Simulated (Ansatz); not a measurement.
C10H20N2OZr, SMILES `C[O][Zr]1234([N](C)C)([N](C)C)[C@H]5[C@@H]1[C@@H]2[C@@H]3[C@H]54`. Total charge 0; spin multiplicity 1. Correlated methods include outer-core shells of Zr, which these sets cover unevenly. Zr takes the def2 core potential.

```xyz
34

C     2.582   -1.781   -1.599
O     1.592   -0.931   -1.140
Zr    0.164   -0.238   -0.014
N     0.763    1.512    0.873
C     0.800    2.127    2.167
C     1.395    2.348   -0.126
N    -1.247    0.417   -1.366
C    -2.167    1.502   -1.164
C    -1.617   -0.408   -2.485
C     0.214   -1.230    2.355
C    -1.104   -0.767    2.123
C    -1.671   -1.556    1.103
C    -0.698   -2.492    0.689
C     0.461   -2.296    1.474
H     2.549   -2.753   -1.087
H     2.469   -1.965   -2.674
H     3.577   -1.349   -1.436
H     0.312    1.502    2.915
H     1.832    2.313    2.504
H     0.288    3.103    2.164
H     1.374    1.874   -1.116
H     0.883    3.316   -0.228
H     2.450    2.550    0.114
H    -3.191    1.150   -0.953
H    -1.849    2.125   -0.324
H    -2.231    2.148   -2.054
H    -1.642    0.168   -3.423
H    -0.898   -1.221   -2.628
H    -2.615   -0.863   -2.361
H     0.913   -0.825    3.071
H    -1.592    0.048    2.637
H    -2.664   -1.449    0.693
H    -0.818   -3.229   -0.092
H     1.385   -2.850    1.389
```

Problem. Give the diagnostics of a CCSD(T)/def2-TZVPP run (frozen core, Ansatz). (Best estimate.)

Solution. The calculation gave: T1 = 0.0146, largest single amplitude 0.034, largest double 0.024, (T) share of the correlation energy 4.5 %, 12 CCSD cycles. The RHF solution is stable towards an unrestricted one. T1 lies under the customary mark of 0.02 for closed shells.
